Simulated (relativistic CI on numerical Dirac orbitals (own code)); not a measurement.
## Charge states of argon

Calculated at this level of theory: Dirac-Coulomb-Breit CI, KLI orbitals optimised for each configuration, model QED (radiative potential, 1s self-energy scaled to tabulated hydrogen-like ionisation energies), valence Slater integrals scaled by 0.9 (own radial code, finite nucleus).

Each species is treated in one configuration, given outside its closed core. Radial values are for the open shell of highest l, unscaled and averaged over j; ζ includes the Breit term. Labels give the leading LS character, summed over repeated terms.

```csv
Ion,Configuration,Its lowest level,LS weight (%),⟨r⟩ (bohr),⟨r²⟩ (bohr²),ζ (cm⁻¹),Next level,E (cm⁻¹)
Ar,3s2 3p6,1S_0,100,,,,,
Ar⁺,3s2 3p5,2P°_3/2,100,1.56,2.871,964.9,2P°_1/2,1448.3
Ar²⁺,3s2 3p4,3P_2,100,1.475,2.543,1086,3P_1,1121.5
Ar³⁺,3s2 3p3,4S°_3/2,100,1.405,2.29,1214,2D°_3/2,23164
Ar⁴⁺,3s2 3p2,?,?,?,?,?,?,?
Ar⁵⁺,3s2 3p,2P°_1/2,100,1.291,1.92,1489,2P°_3/2,2239.4
Ar⁶⁺,3s2,1S_0,100,,,,,
Ar⁷⁺,3s,2S_1/2,100,1.157,1.52,,,
Ar⁸⁺,2s2 2p6,1S_0,100,,,,,
Ar⁹⁺,2s2 2p5,2P°_3/2,100,0.3576,0.157,11970,2P°_1/2,18004
Ar¹⁰⁺,2s2 2p4,3P_2,98,0.3472,0.1473,12770,3P_1,14486
Ar¹¹⁺,2s2 2p3,4S°_3/2,99,0.3374,0.1387,13620,2D°_3/2,88921
Ar¹²⁺,2s2 2p2,3P_0,99,0.3284,0.1309,14510,3P_1,9783.7
Ar¹³⁺,2s2 2p,2P°_1/2,100,0.3201,0.124,15450,2P°_3/2,23234
Ar¹⁴⁺,2s2,1S_0,100,,,,,
Ar¹⁵⁺,2s,2S_1/2,100,0.3562,0.1482,,,
Ar¹⁶⁺,1s2,1S_0,100,,,,,
```

Fill in the row of Ar⁴⁺.

Its lowest level 3P_0; LS weight (%) 100; ⟨r⟩ (bohr) 1.344; ⟨r²⟩ (bohr²) 2.087; ζ (cm⁻¹) 1348; Next level 3P_1; E (cm⁻¹) 766.42.

With one configuration, terms of near-neutral atoms and ions can be 10 to 25 % off, and close levels can change places.
